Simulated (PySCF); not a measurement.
Job file and geometry (Å, from GFN2-xTB) of an NMR shielding run on `NC(=O)[SiH2][C@H]([SiH3])CCO`, C₄H₁₃NO₂Si₂, GIAO PBE0/pcSseg-1 NMR shielding, non-relativistic, gas phase (PySCF); density fitting, a coarse starting grid and PySCF grid level 2 are the driver's defaults:

```
$ OMP_NUM_THREADS=1 python probes_run.py task.json out

{"job": {"kind": "nmr", "xc": "PBE0", "basis": "pcSseg-1"}, "charge": 0, "multiplicity": 1}
N      2.435195     0.682598    -0.626641
C      1.936932    -0.496892    -1.048137
O      2.237735    -0.969774    -2.131241
Si     0.727896    -1.411329     0.127777
C     -1.001509    -0.606570    -0.003789
Si    -1.769448    -0.915166    -1.728706
C     -1.037625     0.887166     0.321061
C     -0.572812     1.206998     1.738057
O      0.840467     1.126129     1.791546
H      2.123612     1.082342     0.242322
H      3.058146     1.205259    -1.224848
H      0.613653    -2.791651    -0.350567
H      1.261826    -1.451806     1.496714
H     -1.637572    -1.116233     0.728459
H     -0.973550    -0.263911    -2.765029
H     -3.116925    -0.326294    -1.733972
H     -1.887945    -2.354003    -1.955224
H     -0.403593     1.439810    -0.374854
H     -2.058299     1.263906     0.211103
H     -1.022772     0.494745     2.440990
H     -0.889813     2.221856     2.019503
H      1.125990     1.112204     2.710208
```

Question: Write the output of this run.

Answer: 
```
coarse grid: 18888 points
cycle   1  E = -943.4550814489  dE =  1.009e+00  |g| = 9.941e-01  |ddm| = 4.134e+00
cycle   2  E = -942.8595313581  dE =  5.956e-01  |g| = 1.968e+00  |ddm| = 2.615e+00
cycle   3  E = -943.6274082810  dE = -7.679e-01  |g| = 3.416e-01  |ddm| = 2.076e+00
cycle   4  E = -943.6489747831  dE = -2.157e-02  |g| = 1.090e-01  |ddm| = 3.291e-01
cycle   5  E = -943.6511891963  dE = -2.214e-03  |g| = 1.866e-02  |ddm| = 9.309e-02
cycle   6  E = -943.6512562858  dE = -6.709e-05  |g| = 7.111e-03  |ddm| = 2.115e-02
cycle   7  E = -943.6512674432  dE = -1.116e-05  |g| = 1.613e-03  |ddm| = 7.408e-03
cycle   8  E = -943.6512679762  dE = -5.330e-07  |g| = 6.211e-04  |ddm| = 2.207e-03
final grid: 171928 points
cycle   9  E = -943.7221327893  dE = -3.473e-05  |g| = 1.399e-02  |ddm| = 3.463e-02
cycle  10  E = -943.7220361593  dE =  9.663e-05  |g| = 2.635e-02  |ddm| = 2.752e-02
cycle  11  E = -943.7221692757  dE = -1.331e-04  |g| = 3.212e-03  |ddm| = 1.964e-02
cycle  12  E = -943.7221713341  dE = -2.058e-06  |g| = 4.134e-04  |ddm| = 2.623e-03
cycle  13  E = -943.7221713625  dE = -2.845e-08  |g| = 1.584e-04  |ddm| = 4.977e-04
cycle  14  E = -943.7221713673  dE = -4.750e-09  |g| = 3.970e-05  |ddm| = 1.516e-04
cycle  15  E = -943.7221713676  dE = -3.461e-10  |g| = 9.306e-06  |ddm| = 5.364e-05
converged SCF energy = -943.7221713676

GIAO shielding tensors (ppm)
atom      isotropic    diamagn.    paramagn.     s11        s22        s33       span
  0 N      126.105     324.339    -198.234      5.960    151.701    220.654    214.694
  1 C        7.111     251.160    -244.049    -80.693     -0.846    102.873    183.566
  2 O     -169.157     398.253    -567.411   -568.730   -244.802    306.060    874.790
  3 Si     400.698     880.960    -480.262    368.192    392.037    441.866     73.674
  4 C      181.072     256.638     -75.566    158.319    184.186    200.710     42.391
  5 Si     412.487     880.452    -467.965    371.158    396.194    470.109     98.951
  6 C      153.787     249.136     -95.349    141.502    152.522    167.337     25.835
  7 C      114.453     242.707    -128.254     91.552    108.400    143.408     51.855
  8 O      292.029     392.252    -100.223    249.627    259.865    366.595    116.968
  9 H       24.463      33.843      -9.380     17.275     24.993     31.121     13.846
 10 H       26.414      30.482      -4.068     21.040     24.035     34.167     13.126
 11 H       27.569      30.456      -2.887     24.479     25.241     32.986      8.507
 12 H       26.841      30.389      -3.548     23.221     26.525     30.778      7.558
 13 H       31.585      33.187      -1.602     27.264     29.115     38.377     11.113
 14 H       27.756      29.665      -1.909     23.901     27.156     32.211      8.309
 15 H       27.785      29.427      -1.641     24.039     25.834     33.484      9.445
 16 H       27.625      29.349      -1.724     23.997     25.416     33.461      9.464
 17 H       29.815      33.401      -3.586     27.437     28.292     33.717      6.280
 18 H       29.900      31.950      -2.049     23.679     29.677     36.344     12.666
 19 H       27.882      30.637      -2.755     23.678     27.730     32.237      8.559
 20 H       27.208      28.244      -1.036     21.488     27.114     33.022     11.534
 21 H       30.827      31.538      -0.711     21.083     26.948     44.450     23.367
```

Question: Turn these shieldings into chemical shifts. δ = σ(ref) − σ, references computed at the same level: NH3 for $^{15}$N (267.73 ppm); $^{13}$C (186.93 ppm), $^{29}$Si (349.16 ppm), $^{1}$H (31.72 ppm) against TMS; $^{17}$O (336.08 ppm) vs H2O.

Answer: Averaging equivalent atoms: N 0: 141.6; C 1: 179.8; C 7: 72.5; C 6: 33.1; C 4: 5.9; O 2: 505.2; O 8: 44.1; Si 3: -51.5; Si 5: -63.3; H 9/10: 6.28; H 12: 4.88; H 20: 4.51; H 11: 4.15; H 14/15/16: 4.00; H 19: 3.84; H 17: 1.90; H 18: 1.82; H 21: 0.89; H 13: 0.13 ppm. Unscaled 17O shifts of doubly bonded oxygen tend to come out too high, by tens of ppm or more. Experimental scales use liquid or dissolved standards, which lie at an offset from isolated NH3 (liquid NH3: subtract about 20 ppm) and H2O (liquid H2O: subtract about 36 ppm).

Size and cost of the density-fitted run: 232 basis functions, 94 s wall time on 1 thread of an Arm Neoverse N1, shared host; peak memory 1.1 GiB.
